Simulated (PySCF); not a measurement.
## Simulated absorption spectrum

Compound: C3H8O2SSi.
InChI=1S/C3H8O2SSi/c1-5-3(4)7-6-2/h7H2,1-2H3

Level of theory: TDDFT PBE0/def2-SVPD, vertical, gas phase, core orbitals frozen in the response (PySCF 2.14.0, density-fitted response routines). Isolated species at its PBE0-D3(BJ)/def2-SVP geometry (one conformer only). Torsions of this conformer, `[CH3:1][O:2][C:3](=[O:4])[SiH2:5][S:6][CH3:7]`: C1–O2–C3–O4 0°, O2–C3–Si5–S6 122°, C3–Si5–S6–C7 62°.

Computed states:

| state | E (eV) | f |
| --- | --- | --- |
| S1 | 4.65 | 0.014 |
| S2 | 5.40 | 0.0075 |
| S3 | 5.72 | 0.0004 |
| S4 | 6.32 | 0.013 |
| S5 | 6.48 | 0.0012 |
| S6 | 6.70 | 0.0011 |
| S7 | 6.98 | 0.137 |
| S8 | 7.08 | 0.014 |
| S9 | 7.14 | 0.0061 |
| S10 | 7.27 | 0.022 |

Broadening: Gaussians 0.5 eV wide at half height, area fixed by f = 4.319×10⁻⁹ ∫ε dν̃. The width is an assumption, not a result. The curve ends short of the highest state used, and states not computed would add to its high-energy end.

Task: What does the envelope look like, and where are its maxima?

Result: 
λ (nm), ε (L mol⁻¹ cm⁻¹) and a bar:
```
    185.8       3124 ##############################
    191.5       1096 ###########
    197.3        768 #######
    203.0        444 ####
    208.7        173 ##
    214.5        128 #
    220.2        244 ##
    225.9        382 ####
    231.7        405 ####
    237.4        312 ###
    243.1        233 ##
    248.9        281 ###
    254.6        453 ####
    260.4        647 ######
    266.1        733 #######
    271.8        668 ######
    277.6        498 #####
    283.3        314 ###
    289.0        171 ##
    294.8         80 #
    300.5         34 
    306.2         13 
    312.0          4 
    317.7          1
```

Maxima: 266 nm (4.65 eV), ε about 730, made up of S1 (100%); 230 nm (5.40 eV), ε about 410, made up of S2 (98%) (ε in L mol⁻¹ cm⁻¹; maxima over ε = 5, shares over 10%). At its high-energy end, 6.67 eV, the curve is still rising (ε about 3100, from S7).

Task: What would ε be at 4.65 eV, the highest of these maxima, with half the width (0.25 eV)?

Result: About 1460 L mol⁻¹ cm⁻¹ against 733, a factor of about 2.00; a lone state at its own centre would give exactly 2.

Task: Coming from long wavelengths, where does ε first pass 100 L mol⁻¹ cm⁻¹?

Result: At about 293 nm (4.23 eV), 0.42 eV below S1.

Task: On this curve, what absorbance would a 10⁻⁴ mol/L sample give at 266 nm over a 1 cm path?

Result: 266 nm is 4.661 eV, where ε is about 730 L mol⁻¹ cm⁻¹, so A = ε c l ≈ 0.073 (Beer–Lambert, with the gas-phase spectrum and the assumed width).

The vertical ionisation energy (ΔSCF) is 8.84 eV, 1.57 eV above S10.

Hardware: one thread, Arm Neoverse V2 (aarch64), shared host with 32 logical CPUs at a one-minute load of 20. Cost: 2.2 min, 0.89 GiB resident at most.
